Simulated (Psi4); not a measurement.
fluorine atom (F), doublet; B3LYP/aug-cc-pVDZ (Psi4).

The Psi4 input:
```
memory 2 GB

molecule {
0 2
F     0.00000000    0.00000000    0.00000000
}

set {
  basis aug-cc-pvdz
  reference uks
  e_convergence 1e-8
}

energy('b3lyp')
print_variables()
```

### Question
Write the output that Psi4 gives for this input, abridged.

### Answer

```
   => Loading Basis Set <=

    Name: AUG-CC-PVDZ
    Role: ORBITAL
    Keyword: BASIS

         ---------------------------------------------------------
                                   SCF
               by Justin Turney, Rob Parrish, Andy Simmonett
                          and Daniel G. A. Smith
                              UKS Reference
         ---------------------------------------------------------

  ==> Geometry <==

    Molecular point group: d2h
    Geometry (in Angstrom), charge = 0, multiplicity = 2:

       Center              X                  Y                   Z               Mass
    ------------   -----------------  -----------------  -----------------  -----------------
         F            0.000000000000     0.000000000000     0.000000000000    18.998403162730

  Running in d2h symmetry.

  Rotational constants: A = ************  B = ************  C = ************ [cm^-1]
  Rotational constants: A = ************  B = ************  C = ************ [MHz]
  Nuclear repulsion =    0.000000000000000

  Charge       = 0
  Multiplicity = 2
  Electrons    = 9
  Nalpha       = 5
  Nbeta        = 4

  ==> Algorithm <==

  SCF Algorithm Type is DF.
  DIIS enabled.
  MOM disabled.
  Fractional occupation disabled.
  Guess Type is CORE.
  Energy threshold   = 1.00e-08
  Density threshold  = 1.00e-06
  Integral threshold = 1.00e-12

  ==> Primary Basis <==

  Basis Set: AUG-CC-PVDZ
    Blend: AUG-CC-PVDZ
    Number of shells: 9
    Number of basis functions: 23
    Number of Cartesian functions: 25
    Spherical Harmonics?: true
    Max angular momentum: 2

  ==> DFT Potential <==

   => LibXC <=

    Version 7.1.2
    S. Lehtola, C. Steigemann, M. J. T. Oliveira, and M. A. L. Marques,  SoftwareX 7, 1–5 (2018) (10.1016/j.softx.2017.11.002)

   => Composite Functional: B3LYP <=

    B3LYP Hyb-GGA Exchange-Correlation Functional

    P. J. Stephens, F. J. Devlin, C. F. Chabalowski, and M. J. Frisch,  J. Phys. Chem. 98, 11623 (1994) (10.1021/j100096a001)

    Deriv               =              1
    GGA                 =           TRUE
    Meta                =          FALSE

    Exchange Hybrid     =           TRUE
    MP2 Hybrid          =          FALSE

   => Exchange Functionals <=

    0.0800   Slater exchange
    0.7200         Becke 88

   => Exact (HF) Exchange <=

    0.2000               HF

   => Correlation Functionals <=

    0.1900   Vosko, Wilk & Nusair (VWN5_RPA)
    0.8100   Lee, Yang & Parr

[...]
   @S   Observed:                5.000000000E-01

    Orbital Energies [Eh]
    ---------------------

    Alpha Occupied:

[...]
    Alpha Virtual:

[...]
    Beta Occupied:

[...]
       1B2u   -0.450851

    Beta Virtual:

[...]
       8Ag     4.385555

    Final Occupation by Irrep:
             Ag   B1g   B2g   B3g    Au   B1u   B2u   B3u
    DOCC [     2,    0,    0,    0,    0,    0,    1,    1 ]
    SOCC [     0,    0,    0,    0,    0,    1,    0,    0 ]
    NA   [     2,    0,    0,    0,    0,    1,    1,    1 ]
    NB   [     2,    0,    0,    0,    0,    0,    1,    1 ]

  @DF-UKS Final Energy:   -99.73951756524347

   => Energetics <=

    Nuclear Repulsion Energy =              0.0000000000000000
    One-Electron Energy =                -139.0327847534551324
    Two-Electron Energy =                  47.6520852196704467
    DFT Exchange-Correlation Energy =      -8.3588180314587834
    Empirical Dispersion Energy =           0.0000000000000000
    VV10 Nonlocal Energy =                  0.0000000000000000
    Total Energy =                        -99.7395175652434602

  UHF NO Occupations:
  HONO-2 :    1B2u 1.9998478
  HONO-1 :    2 Ag 1.9995483
  HONO-0 :    1B1u 1.0000000
  LUNO+0 :    3 Ag 0.0004517
  LUNO+1 :    2B3u 0.0001522
  LUNO+2 :    2B2u 0.0001522
  LUNO+3 :    4 Ag 0.0000001

Computation Completed

Properties will be evaluated at   0.000000,   0.000000,   0.000000 [a0]

Properties computed using the SCF density matrix

 Multipole Moments:

 ------------------------------------------------------------------------------------
     Multipole            Electronic (a.u.)      Nuclear  (a.u.)        Total (a.u.)
 ------------------------------------------------------------------------------------

 L = 1.  Multiply by 2.5417464519 to convert [e a0] to [Debye]
 Dipole X            :          0.0000000            0.0000000            0.0000000
 Dipole Y            :          0.0000000            0.0000000            0.0000000
 Dipole Z            :          0.0000000            0.0000000            0.0000000
 Magnitude           :                                                    0.0000000

 ------------------------------------------------------------------------------------

  Variable Map:
  ----------------------------------------------------------------------------
[...]
  Array Variable Map:
  ----------------------------------------------------------------------------
[...]
[...]
```
